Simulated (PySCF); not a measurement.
## Correlation energy of Hf (hafnium, neutral)

[Xe] 4f14 5d1 6s2 6p1, one real determinant (an excited configuration). Calculation: PySCF 2.14, in x2c-TZVPPall with one added diffuse shell each of s, p, d, f type (12s8p8d4f1g, 113 functions); scalar relativity by spin-free X2C-1e. Frozen: [Kr] 4d10 4f14; 12 electrons correlated.

```tsv
level	correlation energy (mhartree)
CCSD	-244.42
(T)	-11.25
CCSD(T)	-255.67
```

Diagnostics: T1 = 0.053, D1 = 0.1968, largest double amplitude 0.120.

The real determinant used has ⟨L²⟩ near 8 against 12 for a pure F term, so it mixes terms. Spin-orbit coupling, absent here, splits the open shell strongly. T1 exceeds 0.03, a sign that the reference determinant is poor.

Cost of the coupled-cluster step: about 90 core-seconds, for 12 correlated electrons.

The reference is one real determinant that mixes LS terms of this configuration.

This basis was not built for core-valence correlation, so the inner-shell part is incomplete.
